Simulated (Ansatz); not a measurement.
`C[N](C)[AlH][SH]` + CH₃OH → `C[O][AlH][SH]` + `CNC`  (ligand exchange at the Al–N bond)

Calculated with Ansatz (gas phase, PBE0-D4/def2-TZVP geometries, no zero-point term in ΔE). CCSD(T)/CBS is the MP2 limit (def2-TZVPP, def2-QZVPP) plus CCSD(T) − MP2 in def2-TZVPP, frozen cores. This one scheme is used for every species. DFT in def2-TZVPP. B3LYP here is the variant with VWN-RPA as its local correlation; programs differ in this. HSE06 is defined as in plane-wave codes. Each species was taken in one conformer, which may not be the lowest.

```csv
level,ΔE (kcal/mol),difference from CCSD(T)/CBS
LDA (SPW92),-9.6,1.1
PBE-D4,-10.0,0.7
revPBE-D4,-9.7,1.0
BLYP-D4,-11.1,-0.4
r2SCAN-D4,-11.4,-0.7
B97M-V,-11.6,-0.9
PBE0-D4,-10.4,0.3
B3LYP-D4,-11.5,-0.8
r2SCANh-D4,-11.4,-0.7
r2SCAN0-D4,-11.5,-0.8
HSE06-D4,-10.4,0.3
BHLYP-D4,-12.2,-1.5
CAM-B3LYP-D4,-12.1,-1.4
ωB97X-V,-11.6,-0.9
ωB97M-V,-11.3,-0.6
B2PLYP,-12.1,-1.4
PBE-QIDH,-11.0,-0.3
PBE,-10.9,-0.2
revPBE,-11.4,-0.7
BLYP,-12.8,-2.1
PBE0,-11.2,-0.5
B3LYP,-12.8,-2.1
r2SCANh,-11.7,-1.0
r2SCAN0,-11.8,-1.1
CAM-B3LYP,-13.0,-2.3
LC-ωPBE,-11.8,-1.1
MP2/def2-SVP,-11.4,-0.7
CCSD/def2-SVP,-11.8,-1.1
CCSD(T)/def2-SVP,-11.3,-0.6
HF/def2-TZVPP,-14.8,-4.1
MP2/def2-TZVPP,-10.5,0.2
SCS-MP2/def2-TZVPP,-11.2,-0.5
CCSD/def2-TZVPP,-11.3,-0.6
CCSD(T)/def2-TZVPP,-10.6,0.1
HF/def2-QZVPP,-14.9,-4.2
MP2/def2-QZVPP,-10.5,0.2
SCS-MP2/def2-QZVPP,-11.3,-0.6
HF/CBS(def2),-14.9,-4.2
MP2/CBS(def2),-10.5,0.2
CCSD/CBS(def2),-11.3,-0.6
CCSD(T)/CBS,-10.7,0
```

Largest T1 diagnostic among the species: 0.012.

Leaving LDA and LC-ωPBE aside and taking each functional with its dispersion term where it has one, the values spread over 2.5 kcal/mol, from BHLYP-D4 to revPBE-D4. LDA lies +1.3 kcal/mol from PBE without D4. In def2-TZVPP, CCSD(T) changes the Hartree–Fock value by +4.1 kcal/mol (the triples alone add +0.7 kcal/mol) and MP2 by +4.3 kcal/mol. The D4 term adds +1.3 kcal/mol with B3LYP and +0.8 kcal/mol with PBE0; it sums over pairs of atoms, weighted by their polarisabilities, and B3LYP, whose exchange is more repulsive, gets the larger term.
